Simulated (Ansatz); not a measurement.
Mulliken charges of CH$_{4}$INSi (`N=C([SiH3])I`) from PBE/def2-TZVPP in Ansatz (PBE0-D4/def2-TZVP geometry).

| atom | x (Å) | y (Å) | z (Å) | charge (e) |
| --- | --- | --- | --- | --- |
| N1 | -0.426 | 1.586 | -0.925 | -0.157 |
| C2 | -0.504 | 0.382 | -0.606 | -0.045 |
| Si3 | 0.490 | -0.638 | 0.637 | 0.170 |
| I4 | -1.996 | -0.816 | -1.585 | -0.047 |
| H5 | 0.311 | 2.068 | -0.406 | 0.173 |
| H6 | 1.164 | -1.741 | -0.087 | -0.021 |
| H7 | -0.437 | -1.173 | 1.660 | -0.021 |
| H8 | 1.490 | 0.274 | 1.256 | -0.051 |

Task: By hand: the dipole of these point charges (1 e Å = 4.8032 D).

Result: Σ q r = (0.229, 0.069, 0.188) e Å, of length 0.304 e Å = 1.46 D.

Task: How does the dipole of the full density compare? (Best estimate.)

Result: Computed: (0.364, -0.027, 0.342) e Å, 2.40 D; the point charges give 0.61 times that, at 17° from its direction.

Point charges leave out the atoms' own dipoles, such as those of lone pairs, and Mulliken's split depends on the basis, so the two needn't agree.
